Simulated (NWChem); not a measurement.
System: CH₃BeBrS; SMILES [Br][Be][S]C

NWChem input:

```
start job
memory heap 200 mb stack 900 mb global 1100 mb
geometry units angstroms
  Be     0.246069     0.306744     0.000317
  Br    -0.262913    -1.592957    -0.001001
  S      0.763984     2.129385     0.001645
  C     -0.877810     3.001398     0.002764
  H     -1.454175     2.762621    -0.892707
  H     -0.655281     4.070161     0.005014
  H     -1.455065     2.758966     0.896655
end
basis spherical
  Be library 3-21g
  Br library 3-21g
  S library 3-21g
  C library 3-21g
  H library 3-21g
end
dft
  xc hfexch
  iterations 150
end
driver
  maxiter 120
end
task dft optimize
task dft freq
```

NWChem printed, in part:

```
             Northwest Computational Chemistry Package (NWChem) 7.3.0
             --------------------------------------------------------

 CS  symmetry detected

                             Geometry "geometry" -> ""
                             -------------------------

 Output coordinates in angstroms (scale by  1.889725989 to convert to a.u.)

  No.       Tag          Charge          X              Y              Z
 ---- ---------------- ---------- -------------- -------------- --------------
    1 Be                   4.0000     0.30158283     0.22463314     0.00000000
    2 Br                  35.0000    -0.02556438    -1.71467163     0.00000000
    3 S                   16.0000     0.64490659     2.08806726     0.00000000
    4 C                    6.0000    -1.07195847     2.80099773     0.00000000
    5 H                    1.0000    -1.62344446     2.50695087    -0.89468201
    6 H                    1.0000    -0.95144367     3.88601044     0.00000000
    7 H                    1.0000    -1.62344446     2.50695087     0.89468201

 Effective nuclear repulsion energy (a.u.)     221.1404177799

      Symmetry information
      --------------------

 Group name             Cs
 Group number              2
 Group order               2
 No. of unique centers     6

                                Z-matrix (autoz)
                                --------

 Units are Angstrom for bonds and degrees for angles

[...]

      ----------------------
      Optimization converged
      ----------------------

  Step       Energy      Delta E   Gmax     Grms     Xrms     Xmax
  ---- ---------------- -------- -------- -------- -------- --------
@    7   -3009.68466613 -7.3D-08  0.00009  0.00002  0.00044  0.00115
                                     ok       ok       ok       ok

                                Z-matrix (autoz)
                                --------

 Units are Angstrom for bonds and degrees for angles

[...]

 Rotational Constants
 --------------------
 A=   0.471878 cm-1  (  0.678911 K)
 B=   0.033112 cm-1  (  0.047640 K)
 C=   0.031123 cm-1  (  0.044778 K)

 Temperature                      =   298.15K
 frequency scaling parameter      =   1.0000

 Zero-Point correction to Energy  =   28.010 kcal/mol  (  0.044636 au)
 Thermal correction to Energy     =   31.750 kcal/mol  (  0.050596 au)
 Thermal correction to Enthalpy   =   32.342 kcal/mol  (  0.051540 au)

 Total Entropy                    =   81.389 cal/mol-K
   - Translational                =   40.615 cal/mol-K (mol. weight = 135.9242)
   - Rotational                   =   27.585 cal/mol-K (symmetry #  =        1)
   - Vibrational                  =   13.190 cal/mol-K

 Cv (constant volume heat capacity) =   17.014 cal/mol-K
   - Translational                  =    2.979 cal/mol-K
   - Rotational                     =    2.979 cal/mol-K
   - Vibrational                    =   11.055 cal/mol-K

[normal modes left out]

 ----------------------------------------------------------------------------
 Normal Eigenvalue ||           Projected Infra Red Intensities
  Mode   [cm**-1]  || [atomic units] [(debye/angs)**2] [(KM/mol)] [arbitrary]
 ------ ---------- || -------------- ----------------- ---------- -----------
    1       -0.000 ||    0.003351           0.077         3.266       1.180
    2       -0.000 ||    0.001381           0.032         1.346       0.486
    3       -0.000 ||    0.000000           0.000         0.000       0.000
    4        0.000 ||    0.000163           0.004         0.159       0.057
    5        0.000 ||    0.000230           0.005         0.224       0.081
    6        0.000 ||    0.000000           0.000         0.000       0.000
    7       70.552 ||    0.000026           0.001         0.025       0.009
    8       85.747 ||    0.008541           0.197         8.326       3.008
    9      220.207 ||    0.050202           1.158        48.940      17.679
   10      283.866 ||    0.016347           0.377        15.936       5.757
   11      334.974 ||    0.014517           0.335        14.151       5.112
   12      660.947 ||    0.024803           0.572        24.179       8.734
   13     1040.876 ||    0.380941           8.789       371.360     134.151
   14     1060.407 ||    0.005783           0.133         5.638       2.037
   15     1084.401 ||    0.014424           0.333        14.061       5.080
   16     1498.055 ||    0.023230           0.536        22.646       8.181
   17     1642.165 ||    0.009990           0.230         9.739       3.518
   18     1654.396 ||    0.012872           0.297        12.549       4.533
   19     3254.854 ||    0.024573           0.567        23.955       8.654
   20     3351.714 ||    0.003808           0.088         3.712       1.341
   21     3359.221 ||    0.001142           0.026         1.114       0.402
 ----------------------------------------------------------------------------
```

Level: Hartree-Fock/3-21G. This build's default masses of Se (78.918 u) and Br (79.917 u) are each other's, which moves their modes by up to 0.6 %.
